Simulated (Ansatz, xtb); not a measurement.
## FGeH3Si2: which of two structures lies lower

Structure X: a singlet given by its coordinates. Structure Y: a singlet given by its coordinates. Both are isolated molecules in the gas phase, relaxed with r2SCAN-D4/def2-SVP.

X (Å):

```xyz
7

F     0.7992    0.6038   -0.3710
Ge    0.9569    2.9554   -0.0461
Si   -0.6720    0.4646   -1.2083
Si   -1.0080    2.7355   -1.1661
H    -1.5145   -0.4546   -0.3874
H    -0.3437   -0.2430   -2.4811
H    -2.1769    3.4543   -1.7483
```

Close contacts (Å): F1–Si3 1.70, Ge2–Si4 2.27, Si3–Si4 2.30, Si3–H5 1.49, Si3–H6 1.49, Si4–H7 1.49.

Y (Å):

```yaml
atoms:
  - { symbol: F, position_ang: [-0.9447, 0.3810, 0.7945] }
  - { symbol: Ge, position_ang: [-1.9614, 0.4266, -2.4797] }
  - { symbol: Si, position_ang: [-0.2447, 0.7729, -0.6292] }
  - { symbol: Si, position_ang: [-1.3556, 2.4649, -2.0561] }
  - { symbol: H, position_ang: [0.6916, -0.3329, -0.9704] }
  - { symbol: H, position_ang: [0.6194, 1.9821, -0.3755] }
  - { symbol: H, position_ang: [-0.8057, 3.8199, -1.7214] }
```

Close contacts (Å): F1–Si3 1.63, Ge2–Si3 2.55, Ge2–Si4 2.17, Si3–Si4 2.48, Si3–H5 1.49, Si3–H6 1.51, Si4–H7 1.50.

Q: Estimate which is lower in electronic energy at CCSD(T)/def2-SVP + ΔMP2/def2-TZVPP, and by roughly how much.

A: Not settled: CCSD(T)/def2-SVP + ΔMP2/def2-TZVPP gives E(Y) − E(X) = −4.0 kcal/mol, but this leans on the basis-set step: CCSD(T) alone gives +2.4 kcal/mol.

The same difference at several levels:

```
                             level            geometry  E(Y) − E(X) (kcal/mol)  departure from the last row (kcal/mol)  job, with rough time for the two
                r2SCAN-D4/def2-SVP  r2SCAN-D4/def2-SVP                      −1.7                                    +2.3                optimisation, 66 s
                       HF/def2-SVP  r2SCAN-D4/def2-SVP                     +12.2                                   +16.3           part of the CCSD(T) run
                      MP2/def2-SVP  r2SCAN-D4/def2-SVP                      −1.3                                    +2.7           part of the CCSD(T) run
                  CCSD(T)/def2-SVP  r2SCAN-D4/def2-SVP                      +2.4                                    +6.4                      single point
CCSD(T)/def2-SVP + ΔMP2/def2-TZVPP  r2SCAN-D4/def2-SVP                      −4.0                                                        single point, 34 s
```

HF/def2-SVP, CCSD(T)/def2-SVP put the two in the other order. The largest departure from CCSD(T)/def2-SVP + ΔMP2/def2-TZVPP is that of HF/def2-SVP, 16.3 kcal/mol. Levels run at GFN2-xTB geometries aren't shown. The last row adds to CCSD(T) the change of the MP2 difference between the two basis sets, here −6.4 kcal/mol, a large step that makes the value less sure.

With harmonic frequencies from r2SCAN-D4/def2-SVP (ideal gas, rigid rotor, one conformer each, 400 K, 1 atm): on the last row, ΔE + ΔZPE = −4.3, ΔH = −4.2, ΔG = −4.5 kcal/mol.

The correlated steps freeze 20 core orbitals; the filled d shell of Ge is correlated, in a basis made for valence electrons. Mirror images aren't counted in ΔG. Programs: Ansatz 0.2.0; the last row on 1 thread of Intel(R) Xeon(R) Platinum 8488C (Sapphire Rapids) on a shared host.
